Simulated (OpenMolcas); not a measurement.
Ni3+: effect of the metal basis

Ni3+ with its 6 nearest fluoride ions at 2.004 Å, on the Y site of Cs2NaYF6 (a = 9.075 Å, distance in the model lattice 2.178 Å). The rest of the host is ab initio model potentials to 7.6 Å and point charges beyond; the distance is set by hand and nothing relaxes.

| Quantity | Value |
| --- | --- |
| Program | OpenMolcas 26.06 |
| Method | CASSCF |
| Spin-orbit coupling | state interaction with AMFI integrals over the reference wave functions |

Fixed: ligand basis ANO-RCC-VDZP, active space 7 electrons in 5 orbitals (3d), DKH2 Hamiltonian.

States (labels of O, the rotations of Oh). Energies in cm-1 above the lowest state or level, χT in cm3 K/mol; under a threefold ground state the first gap can be a small split of the lowest multiplet, not the spin-orbit step; 10Dq and B are least-squares fits to the states below 45000 cm-1, weighted by degeneracy, with a free offset, and given where the rms deviation is under 5 % of |10Dq| (or 100 cm-1) and under 700 cm-1.

```tsv
Run	Metal basis	Ground state	First state of that spin	10Dq	B (rms of fit)	First gap with spin-orbit (degeneracies)	χT at 300 K	First state of another spin	Cost
A	ANO-RCC-VDZP	4T1	4T2 7281	9045	1274 (441)	484.9 (2, 4)	3.431	2E 14414	roughly 26 core-seconds
B	ANO-RCC-VTZP	4T1	4T2 6782	8476	1310 (351)	469.9 (2, 4)	3.495	2E 15624	roughly 40 core-seconds
```

Against A, |10Dq| changes by -6.3 % in B.

Costs are those of the RASSCF and RASSI steps.

An orbital triplet at a regular site is open to Jahn-Teller coupling, which can distort the site and quench the lowest spin-orbit gaps and is left out. Without dynamic correlation the repulsion within the d shell is too large (B by tens of per cent), so at a given field states of lower spin stand too high. Ligand-to-metal charge-transfer states are missing. With no ligand orbital active B as a rule stays too high, so bands that hang on it stand too high and its fall with covalency is understated. With metal d orbitals alone and no dynamic correlation 10Dq can be off by a tenth to a fifth, either way, in oxide and fluoride hosts. This shell can be high or low spin here, a state of another spin lies low, and with metal d orbitals alone active their balance is uncertain, so the ground spin may be wrong (holds for A). CASSCF with metal d orbitals alone favours high spin, so a ground state of lower spin is not ruled out (holds for B). No measured value stands beside these numbers; the geometry was set by hand and not optimised.
